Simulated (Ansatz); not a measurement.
Input for Ansatz (an electronic-structure program): U-PBE0/def2-TZVPP on GeAs, 2S+1 = 4, a spin state set in the input, which need not be the lowest.

Ansatz 0.2 input:
```yaml
crystal:
  periodic: [false, false, false]
  atoms:
    - {symbol: Ge, position_ang: [0.00000000, 0.00000000, 0.00000000]}
    - {symbol: As, position_ang: [0.00000000, 0.00000000, 2.27000000]}
basis:
  gaussian:
    orbitals: def2-TZVPP
hamiltonian:
  xc: {name: PBE0}
magnetization: {spin_polarized: true, initial_magnetization: 3}
relax: {f_tol: 0.002, max_steps: 120}
```

It printed:

```
WARN ansatz: RAYON_NUM_THREADS=1 ignored (pool sized by the plan → 1); use --threads N
Functional definition: PBE0
integrals: 0.04 GiB planned
661 factors; integrals over basis functions are off by at most 3.0e-4 eV
mean field: 0.57 GiB planned
mean field evaluation 1: about -117341.8191 eV, gradient 8.7e0 eV
mean field evaluation 2: about -117341.9987 eV, gradient 6.0e0 eV
mean field evaluation 4: about -117342.0471 eV, gradient 2.7e-1 eV
mean field evaluation 8: about -117342.0736 eV, gradient 1.1e-2 eV
mean field evaluation 16: about -117342.0736 eV, gradient 1.6e-5 eV
mean field evaluation 32: about -117341.9135 eV, gradient 3.2e0 eV
mean field -117342.07358604 eV, -4312.2416669728 hartree, gradient 6.6e-6 eV, S^2 3.759564; 3 other end points of the search recorded, 0 dependent functions left out
the calculation of the forces begins
reference -117342.07360708 eV, -4312.2416677460 hartree; 34, 31 occupied and 62, 65 virtual orbitals, 661 factors
relax step   1: F+E_penalty+E_count = -117342.07358604 eV  Δ(F+E_penalty+E_count) = +0.000e0 eV  max|allowed force component| = 3.362e0 eV/Å  Δτ_max = 0.0000 Å  (97 SCF iters, accepted)
these checks for a lower state are left out or cut short: starts, cluster_reference, orbital_swaps, neighbouring_geometries, increment
integrals: 0.04 GiB planned
661 factors; integrals over basis functions are off by at most 3.4e-4 eV
mean field: 0.57 GiB planned
mean field -117342.44344913 eV, -4312.2552591906 hartree, gradient 1.2e-5 eV, S^2 3.759607; 0 other end points of the search recorded, 0 dependent functions left out
the calculation of the forces begins
reference -117342.44347071 eV, -4312.2552599838 hartree; 34, 31 occupied and 62, 65 virtual orbitals, 661 factors
relax step   2: F+E_penalty+E_count = -117342.44344913 eV  Δ(F+E_penalty+E_count) = -3.699e-1 eV  max|allowed force component| = 2.592e-1 eV/Å  Δτ_max = 0.1150 Å  (44 SCF iters, accepted)
these checks for a lower state are left out or cut short: starts, cluster_reference, orbital_swaps, neighbouring_geometries, increment
integrals: 0.04 GiB planned
661 factors; integrals over basis functions are off by at most 3.5e-4 eV
mean field: 0.57 GiB planned
mean field -117342.44740436 eV, -4312.2554045428 hartree, gradient 2.8e-5 eV, S^2 3.759651; 0 other end points of the search recorded, 0 dependent functions left out
the calculation of the forces begins
reference -117342.44742601 eV, -4312.2554053384 hartree; 34, 31 occupied and 62, 65 virtual orbitals, 661 factors
relax step   3: F+E_penalty+E_count = -117342.44740436 eV  Δ(F+E_penalty+E_count) = -3.955e-3 eV  max|allowed force component| = 8.467e-3 eV/Å  Δτ_max = 0.0150 Å  (45 SCF iters, accepted)
these checks for a lower state are left out or cut short: starts, cluster_reference, orbital_swaps, neighbouring_geometries, increment
integrals: 0.04 GiB planned
661 factors; integrals over basis functions are off by at most 3.5e-4 eV
mean field: 0.57 GiB planned
mean field -117342.44740889 eV, -4312.2554047092 hartree, gradient 1.1e-5 eV, S^2 3.759653; 0 other end points of the search recorded, 0 dependent functions left out
the calculation of the forces begins
reference -117342.44743054 eV, -4312.2554055049 hartree; 34, 31 occupied and 62, 65 virtual orbitals, 661 factors
relax step   4: F+E_penalty+E_count = -117342.44740889 eV  Δ(F+E_penalty+E_count) = -4.529e-6 eV  max|allowed force component| = 4.608e-4 eV/Å  Δτ_max = 0.0005 Å  (33 SCF iters, accepted)
integrals: 0.04 GiB planned
661 factors; integrals over basis functions are off by at most 3.5e-4 eV
mean field: 0.57 GiB planned
mean field evaluation 64: about -117342.4278 eV, gradient 1.3e-1 eV
mean field evaluation 96: about -117342.3451 eV, gradient 1.5e0 eV
mean field -117342.44740889 eV, -4312.2554047092 hartree, gradient 1.1e-5 eV, S^2 3.759653; 4 other end points of the search recorded, 0 dependent functions left out
the calculation of the forces begins
reference -117342.44743054 eV, -4312.2554055049 hartree; 34, 31 occupied and 62, 65 virtual orbitals, 661 factors
Total energy: -117342.44743054 eV, -4312.2554055049 hartree
Atom 0 at    -0.000000    -0.000000    -0.130553 Å, force    -0.000000    -0.000000    -0.000461 eV/Å
Atom 1 at     0.000000     0.000000     2.400553 Å, force    -0.000000    -0.000000     0.000461 eV/Å
Dipole moment:    -0.000000     0.000000    -0.068463 e Å
```

Self-consistency was reached.

Cost: about 21 core-seconds (a rough figure).
